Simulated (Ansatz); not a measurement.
Reactions of dimethylformamide, C3H7NO.

Gas-phase electronic energies from Ansatz, PBE0-D4/def2-TZVP geometries. CBS: MP2 limit from def2 TZ/QZ plus the TZ coupled-cluster correction, frozen cores. This one scheme is used for every species. DFT in def2-TZVPP. For Ge outer-core shells are correlated without core-valence functions, which leaves a few kJ/mol of doubt a bond. Scalar relativity is left out up to krypton. One conformer a species, not always the lowest.

```
                                                           reaction  CCSD(T)/CBS(def2) (kJ/mol)
            `CN(C)C=O` + `CO[SiH](S)Cl` → `CO[SiH](Cl)SC` + `CNC=O`                          -8
                  `CN(C)C=O` + `[SiH3]BCl` → `C[SiH2]BCl` + `CNC=O`                         -59
            `CN(C)C=O` + `O[SiH2]S` → `O=CS[SiH2]O` + dimethylamine                          57
         `CN(C)C=O` + `[OH][GeH3]` → `O=C[O][GeH3]` + dimethylamine                          19
`CN(C)C=O` + `O[SiH](F)O[SiH2]Cl` → `CO[SiH](F)O[SiH2]Cl` + `CNC=O`                           ?
                      `CN(C)C=O` + `N=C=C=O` → `CN=C=C=O` + `CNC=O`                           ?
```

Q: Fill in the missing values. (Best estimate.)

A: Ansatz gave: `CN(C)C=O` + `O[SiH](F)O[SiH2]Cl` → `CO[SiH](F)O[SiH2]Cl` + `CNC=O`: +42.7 kJ/mol; `CN(C)C=O` + `N=C=C=O` → `CN=C=C=O` + `CNC=O`: -4.6 kJ/mol.

Largest T1 diagnostic: 0.019, for `N=C=C=O`.
